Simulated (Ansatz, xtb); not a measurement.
CH4CaSn: 5 structures ranked

5 gas-phase structures of CH4CaSn, found in a search over its isomers (lower ones may exist). Each was relaxed with GFN2-xTB:

A. `[CH3][Ca][SnH]`, a triplet
B. a singlet given by its coordinates
C. a singlet given by its coordinates
D. `[CH3][Sn][CaH]`, a singlet
E. `[CH3][Sn][CaH]`, a triplet

C (Å):

```xyz
7

C     0.8561   -0.4637   -0.2539
Ca   -0.5923    2.3116    0.6844
Sn   -1.3641    0.0006   -0.5639
H     1.0869   -1.5031   -0.4639
H     1.2063   -0.2641    0.7650
H     1.4675    0.1363   -0.9391
H    -1.7655   -0.3194    1.2378
```

Close contacts (Å): C1–Sn3 2.29, Ca2–Sn3 2.74, C1–H4 1.09, C1–H5 1.10, C1–H6 1.10, Sn3–H7 1.87.

B (Å):

```xyz
7

C    -0.8787   -0.7800    0.5055
Ca    1.3877    0.2210    0.5834
Sn   -0.0494   -1.5330   -1.2501
H    -1.1865    0.2657    0.6764
H     0.6645    0.3207   -1.7862
H     2.1697    1.5831    1.3566
H    -1.4388   -1.4352    1.1751
```

Close contacts (Å): C1–Ca2 2.48, C1–Sn3 2.08, Ca2–Sn3 2.92, C1–H4 1.10, C1–H7 1.09, Ca2–H5 2.48, Ca2–H6 1.75, Sn3–H5 2.06.

**Question.** Make a reasoned guess at their ranking by r2SCAN-D4/def2-SVP single-point energy.

**Answer.** Calculated order at r2SCAN-D4/def2-SVP: A (0.0), C (3.1), E (8.4), B (18.0), D (23.6) kcal/mol.

Energies above the lowest of each column, in kcal/mol (a dash: not run or not comparable):

```json
{"structure": "A", "GFN2-xTB": "–", "HF/STO-3G": "30.7", "r2SCAN-D4/def2-SVP": "0.0"}
{"structure": "C", "GFN2-xTB": "0.0", "HF/STO-3G": "0.0", "r2SCAN-D4/def2-SVP": "3.1"}
{"structure": "E", "GFN2-xTB": "–", "HF/STO-3G": "25.8", "r2SCAN-D4/def2-SVP": "8.4"}
{"structure": "B", "GFN2-xTB": "19.5", "HF/STO-3G": "73.0", "r2SCAN-D4/def2-SVP": "18.0"}
{"structure": "D", "GFN2-xTB": "19.1", "HF/STO-3G": "24.7", "r2SCAN-D4/def2-SVP": "23.6"}
```

r2SCAN-D4/def2-SVP puts A lowest; HF/STO-3G picks C. Some further structures that were screened fall inside this span and aren't listed. A keeps a small imaginary mode. Frequencies (BLYP-D3(BJ)/def2-SVP) were run for C alone. GFN2-xTB has no spin polarisation and isn't compared across spin states. Open shells are spin-unrestricted. Atoms past krypton carry core potentials in the def2 sets, without spin–orbit terms.

Programs: Ansatz 0.2.0, xtb 6.7.1.
